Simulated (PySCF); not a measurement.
A structure optimised at PBE0-D3(BJ)/def2-SVP, used in a PySCF frequency run:

```xyz
6

Al     0.0000     0.0000     0.0148
Cl     0.0000     0.0000     2.1075
S      0.0000    -1.9304    -0.9862
H      0.0000    -1.4027    -2.2308
S      0.0000     1.9304    -0.9862
H      0.0000     1.4027    -2.2308
```

Write its SMILES, formula and point group.

[SH][Al]([SH])[Cl], AlClH2S2, C2v

What are its rotational constants (standard atomic weights)?

2.2028, 2.0807, 1.0700 GHz
